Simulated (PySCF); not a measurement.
**`C[SiH2]CC[C@H](C)F`, C₅H₁₃FSi**

Molfile (atoms numbered from 1):
```
C5H13FSi
     RDKit          3D

 20 19  0  0  0  0  0  0  0  0999 V2000
   -3.5917    0.2488   -0.3466 C   0  0  0  0  0  0  0  0  0  0  0  0
   -2.0263   -0.4738    0.4430 Si  0  0  0  0  0  4  0  0  0  0  0  0
   -0.5004    0.2400   -0.4426 C   0  0  0  0  0  0  0  0  0  0  0  0
    0.8120   -0.2478    0.1601 C   0  0  0  0  0  0  0  0  0  0  0  0
    2.0314    0.3480   -0.5386 C   0  0  2  0  0  0  0  0  0  0  0  0
    3.3451   -0.1902    0.0067 C   0  0  0  0  0  0  0  0  0  0  0  0
    2.0181    1.7245   -0.3646 F   0  0  0  0  0  0  0  0  0  0  0  0
   -3.6228    1.3300   -0.2458 H   0  0  0  0  0  0  0  0  0  0  0  0
   -4.4834   -0.1497    0.1266 H   0  0  0  0  0  0  0  0  0  0  0  0
   -3.6506    0.0162   -1.4061 H   0  0  0  0  0  0  0  0  0  0  0  0
   -1.9720   -0.1280    1.8695 H   0  0  0  0  0  0  0  0  0  0  0  0
   -2.0201   -1.9388    0.3130 H   0  0  0  0  0  0  0  0  0  0  0  0
   -0.5176    1.3302   -0.3961 H   0  0  0  0  0  0  0  0  0  0  0  0
   -0.5221   -0.0239   -1.5023 H   0  0  0  0  0  0  0  0  0  0  0  0
    0.8544    0.0252    1.2159 H   0  0  0  0  0  0  0  0  0  0  0  0
    0.8766   -1.3344    0.0895 H   0  0  0  0  0  0  0  0  0  0  0  0
    1.9677    0.1946   -1.6245 H   0  0  0  0  0  0  0  0  0  0  0  0
    3.4021   -0.0107    1.0776 H   0  0  0  0  0  0  0  0  0  0  0  0
    4.1825    0.3081   -0.4752 H   0  0  0  0  0  0  0  0  0  0  0  0
    3.4118   -1.2577   -0.1796 H   0  0  0  0  0  0  0  0  0  0  0  0
  1  2  1  0
  2  3  1  0
  3  4  1  0
  4  5  1  0
  5  6  1  0
  5  7  1  0
  1  8  1  0
  1  9  1  0
  1 10  1  0
  2 11  1  0
  2 12  1  0
  3 13  1  0
  3 14  1  0
  4 15  1  0
  4 16  1  0
  5 17  1  6
  6 18  1  0
  6 19  1  0
  6 20  1  0
M  END
```

Level of theory: PySCF 2.14.0, GIAO BHandHLYP/pcSseg-1 magnetisability, rotational g tensor and spin-rotation constants, non-relativistic, gas phase. Geometry: GFN2-xTB.

Task: Give the nuclear spin-rotation constants along the inertial axes (H = +C I·J) beside the isotropic shieldings.

Result: Rotational constants 5.5671, 0.7503, 0.6954 GHz. A star marks the isotopologue with that one atom substituted, in its own axes.
| atom | isotope | Caa (kHz) | Cbb (kHz) | Ccc (kHz) | mean (kHz) | σ (ppm) |
| --- | --- | --- | --- | --- | --- | --- |
| F7 | 19F | 2.633 | 0.392 | 0.209 | 1.078 | 397.3 |
| H8 | 1H | -0.626 | -0.011 | -0.066 | -0.234 | 31.7 |
| H9 | 1H | -0.061 | -0.074 | -0.078 | -0.071 | 31.8 |
| H10 | 1H | -0.628 | -0.083 | 0.001 | -0.236 | 31.7 |
| H11 | 1H | -0.511 | -0.069 | 0.028 | -0.184 | 28.0 |
| H12 | 1H | -0.496 | 0.007 | -0.045 | -0.178 | 28.0 |
| H13 | 1H | -0.574 | 0.001 | -0.067 | -0.213 | 30.6 |
| H14 | 1H | -0.584 | -0.091 | 0.007 | -0.222 | 31.4 |
| H15 | 1H | -0.585 | -0.090 | 0.021 | -0.218 | 30.4 |
| H16 | 1H | -0.598 | -0.002 | -0.065 | -0.222 | 30.8 |
| H17 | 1H | -0.517 | -0.075 | 0.035 | -0.186 | 27.5 |
| H18 | 1H | -0.618 | -0.081 | 0.015 | -0.228 | 30.5 |
| H19 | 1H | -0.017 | -0.060 | -0.075 | -0.051 | 30.1 |
| H20 | 1H | -0.626 | -0.012 | -0.056 | -0.231 | 31.0 |
| C1 | 13C* | 0.594 | 0.081 | 0.071 | 0.248 | 192.7 |
| Si2 | 29Si* | -2.964 | -0.447 | -0.424 | -1.278 | 393.3 |
| C3 | 13C* | 0.749 | 0.107 | 0.089 | 0.315 | 174.2 |
| C4 | 13C* | 0.883 | 0.133 | 0.124 | 0.380 | 149.7 |
| C5 | 13C* | 1.539 | 0.176 | 0.180 | 0.631 | 92.3 |
| C6 | 13C* | 0.782 | 0.110 | 0.115 | 0.336 | 162.2 |

For the geometry as given, no vibrational averaging.

Task: How do the rotational constants and the g tensor change when H8, H9, H10, H11, H12, H13, H14, H15, H16, H17, H18, H19, H20 are replaced by deuterium?

Result: Constants 4.2585, 0.6440, 0.5999 GHz; g -0.0164, -0.0021, -0.0032, against -0.0209, -0.0024, -0.0038 before.
